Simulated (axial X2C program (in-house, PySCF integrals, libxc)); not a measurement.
# RbSi: cheaper levels and CCSD(T), 2c

Computed with an in-house all-electron X2C program for linear molecules (integrals from PySCF). Two-component (2c) means X2C with spin–orbit coupling and atomic mean-field two-electron Coulomb and Gaunt terms. Basis: Rb dyall-cv3z [12s13p8d4f1g], Si dyall-v3z [8s7p2d1f] (cores contracted in-house); Gaussian nuclei, density fitting, unrestricted open shells. Masses: Rb 84.912 u, Si 27.977 u.

State: Ω = 3/2 (⟨Sz⟩ = 1.50, ⟨Lz⟩ = 0.00 at HF); fragments Rb + Si.

```csv
level,Re (Å),ωe (cm⁻¹),De (eV)
PBE0,3.150,175.2,1.64
HF,3.276,167.8,1.14
MP2,3.165,180.6,1.56
CCSD,3.186,178.1,1.49
PBE,3.158,168.4,1.65
```

Correlated methods: 13 electrons correlated (number of frozen shells: Rb 3 s, 2 p, 1 d; Si 2 s, 1 p), 233 virtual spin orbitals or spinors in MP2, 90 natural virtuals in coupled cluster.

CCSD(T), same Hamiltonian and basis:

Re = 3.177 Å, ωe = 179.1 cm⁻¹, De = 1.52 eV; T1 = 0.007 (Lee–Taylor normalisation).

**Question.** Give the differences from CCSD(T) in the columns below.

**Answer.** 

```tsv
level	ΔRe (Å)	Δωe (cm⁻¹)	ΔDe (eV)
PBE0	-0.027	-3.9	0.12
HF	0.099	-11.3	-0.38
MP2	-0.012	1.5	0.04
CCSD	0.009	-1.0	-0.03
PBE	-0.019	-10.7	0.13
```

The state is a single determinant with fixed occupations, the lowest that a limited PBE0 search found. Dissociation energies refer to the lowest single-determinant-based atoms at the same level and basis. Density functionals use the spin component along the axis (collinear). Coupled cluster ran in a truncated set of natural virtual spinors; the MP2 energy of the rest was added. (T) has no such correction and the atoms are truncated less, which lowers De at CCSD(T) by a hundredth of an eV or more. The 2c atoms are single determinants rather than J levels; their spin–orbit lowering is only partly caught, and De is too large by that part. This holds for PBE0, MP2, CCSD, PBE, CCSD(T). Other states lie close and PBE0, whose exact exchange favours high spin, may order them wrongly; the determinant shown need not be the ground state. The nearest other 2c determinant of the search, Ω = 1/2, lies 0.45 eV up at the distance of the search. Without a current term, density functionals place determinants with orbital angular momentum somewhat too high. With several unpaired electrons one determinant need not be a pure state. This is the top spin component of a Σ state; components of lower Ω are not single determinants and can lie lower.
